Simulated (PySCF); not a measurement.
## Gas-phase XPS of `NC[SiH2]C=O`, computed

C₂H₇NOSi.
Structure used (PBE0-D3(BJ)/def2-SVP), in Å, numbered top down from 1:
```xyz
12
C2H7NOSi angstrom
N     -1.3890    0.5102    0.5706
C     -0.9664   -0.3291   -0.5403
Si     0.7710   -0.9481   -0.1217
C      1.9207    0.5920    0.0796
O      3.1188    0.5400   -0.0504
H     -2.2487    1.0124    0.3602
H     -1.5708   -0.0504    1.4003
H     -0.8783    0.2939   -1.4475
H     -1.6477   -1.1630   -0.8127
H      1.3362   -1.8802   -1.1420
H      0.7278   -1.6455    1.2040
H      1.4170    1.5643    0.3432
```

Theory: delta-SCF UKS SCAN, pcX-2 on the ionised atom, pcseg-1 elsewhere, spin-free X2C in PySCF. Binding energies are ΔSCF values: E(core-ionised, relaxed orbitals) − E(ground state) at a fixed geometry, referred to the vacuum level.

Question: What binding energy does each computed site have?

Answer: 
| atom(s) | environment | level | binding energy (eV) | 2p1/2 (eV) | count |
| --- | --- | --- | --- | --- | --- |
| N1 | primary amine nitrogen | N 1s | 405.44 | – | 1 |
| C2 | sp3 carbon bound to nitrogen | C 1s | 291.32 | – | 1 |
| Si3 | SiH2 silicon | Si 2p3/2 | 106.67 | 107.29 | 1 |
| Si3 | SiH2 silicon | Si 1s | 1846.37 | – | 1 |
| O5 | carbonyl oxygen | O 1s | 537.87 | – | 1 |

Question: Which effective nuclear charge Zeff reproduces each element's mean 1s value in the hydrogen-like formula E = 13.606 eV × Zeff²?

Answer: C (Z = 6): mean 291.3 eV, Zeff = 4.63, Z − Zeff = 1.37; N (Z = 7): mean 405.4 eV, Zeff = 5.46, Z − Zeff = 1.54; O (Z = 8): mean 537.9 eV, Zeff = 6.29, Z − Zeff = 1.71; Si (Z = 14): mean 1846.4 eV, Zeff = 11.65, Z − Zeff = 2.35. Means run over the listed sites, weighted by atom count.

Question: What is the longest wavelength that can ionise N 1s of N1 vertically?

Answer: λ = hc/E = 12398.42 eV Å / 405.44 eV = 30.580 Å.

The list is incomplete; no value stands for C 1s of C4 (hole states with ⟨S²⟩ of 1 or more are left out). The unrestricted hole states depart most from a pure doublet (⟨S²⟩ = 0.75; over 0.85 named) for O 1s of O5 (0.93), which makes this value less certain. For 2p shells one spin-free hole was relaxed; a mean-field spin–orbit operator and the ground-state splitting of the three 2p orbitals were then diagonalised within the shell. The shell's mean is (2 × 2p3/2 + 2p1/2)/3, and the degeneracies 2j + 1 give areas of 2:1. 2p1/2 minus 2p3/2 (ligand field included): Si 0.62 eV. One conformer (not necessarily the lowest) at the PBE0-D3(BJ)/def2-SVP geometry, without solvent, vibrations or thermal averaging.

The run took 48 s wall on x86-64 server, one thread, on a shared host.
